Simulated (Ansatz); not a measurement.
`C[SiH](F)S` → `C[Si]F` + H₂S at 500 K and 1 bar (silylene formation by 1,1-elimination).

Computed with Ansatz on PBE0-D4/def2-TZVP structures; ΔE is electronic, products minus reactants. CCSD(T)/CBS adds triple-zeta CCSD(T) − MP2 to the extrapolated MP2 energy (def2 sets, frozen cores). This one scheme is used for every species. One conformer a species, not always the lowest.

```
     species  CCSD(T)/CBS energy (Eh)  H − E (kJ/mol)  S (J/(mol·K))
`C[SiH](F)S`               -827.81979           195.3          387.8
    `C[Si]F`               -428.74649           127.8          324.5
         H₂S               -398.97279            57.0          224.0
```

H − E and S are ideal-gas, rigid-rotor, harmonic terms from PBE0-D4/def2-TZVP, for one conformer and one mirror image of each species. 1 Eh = 2625.50 kJ/mol, R = 8.31446 J/(mol·K).

Q: By hand: ΔE, ΔH, ΔS and ΔG.

A: ΔE = (-428.74649) + (-398.97279) − (-827.81979) = 0.10051 Eh = 263.9 kJ/mol. Δ(H − E) = 127.8 + 57.0 − 195.3 = -10.5, so ΔH = 253.4 kJ/mol. ΔS = 324.5 + 224.0 − 387.8 = 160.7 J/(mol·K). ΔG = 253.4 − 500 × (160.7)/1000 = 173.1 kJ/mol.

Q: By hand: the equilibrium constant, and the temperature at which ΔG would vanish if ΔH and ΔS stayed fixed.

A: log₁₀ K = −ΔG/(RT ln 10) = -18.1. ΔG = 0 at ΔH/ΔS = 1577 K.

The number of gas molecules changes by +1, which sets the sign of ΔS. A doubt of 5 kJ/mol in ΔE shifts log₁₀ K by 0.5 here. Other conformers and mirror images would add mixing entropy, several J/(mol·K) or more a flexible species. These are equilibria of isolated gas molecules and say nothing of rates. Largest T1 diagnostic: 0.014 (customary marks: 0.02 for closed shells, 0.045 for open ones).
